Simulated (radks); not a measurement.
All-electron atom: Bi in [Hg] 6p3. Method: scalar-relativistic Kohn-Sham, LDA (Slater exchange, Perdew-Wang correlation), spin-polarised, spherical densities, finite nucleus; open shells are filled with parallel spins first (spin-orbit coupling, left out, can overturn this in heavy ions); Fermi nuclear charge, rms radius 5.5211 fm; hard spherical wall at 10 bohr; computed with a radial shooting solver on a logarithmic mesh with Libxc functionals. Some entries of the table are withheld. Estimate them.

orbital  occ.  eigenvalue (eV)  <r> (bohr)  <r^2> (bohr^2)
1s up       1        -90546.44     0.01581       0.0003468
1s down     1        -90546.40     0.01581       0.0003468
2s up       1        -16271.55     0.06653        0.005251
2s down     1        -16271.53     0.06653        0.005251
2p up       3        -13931.18     0.06056        0.004488
2p down     3        -13931.16     0.06056        0.004488
3s up       1        -3927.344      0.1718         0.03375
3s down     1        -3927.321      0.1718         0.03375
3p up       3        -3258.359      0.1738         0.03505
3p down     3        -3258.334      0.1738         0.03505
3d up       5        -2583.530      0.1575         0.02903
3d down     5        -2583.508      0.1575         0.02903
4s up       1        -900.4001      0.3774          0.1607
4s down     1        -900.3642      0.3774          0.1607
4p up       3        -681.0286      0.4029          0.1844
4p down     3        -680.9894      0.4029          0.1844
4d up       5        -429.6955      0.4227          0.2062
4d down     5        -429.6521      0.4227          0.2061
5s up       1        -157.6951      0.8303          0.7724
5s down     1        -157.5967      0.8302          0.7721
4f up       7        -152.7412      0.4411          0.2322
4f down     7        -152.6930      0.4410          0.2322
5p up       3         -95.7878      0.9479           1.013
5p down     3         -95.6718      0.9472           1.011
5d up       5         -27.1174       1.241           1.787
5d down     5         -26.7938       1.231           1.753
6s up       1         -15.1347       2.177           5.365
6s down     1         -13.8168       2.155           5.268
6p up       3          -5.2436       3.001           10.34
6p down     0          -3.7593       3.086           11.07
7s up       0              (1)       5.457           32.43
7s down     0              (2)       5.646           34.49
6d up       0           1.5584       5.290           30.60
6d down     0           2.2507       5.617           34.12
5f up       0           4.5222       6.167             (3)
5f down     0           4.9497       6.380             (4)

Answer. 
(1) 7s up eigenvalue (eV): -0.2006
(2) 7s down eigenvalue (eV): 0.3646
(3) 5f up <r^2> (bohr^2): 40.33
(4) 5f down <r^2> (bohr^2): 42.81
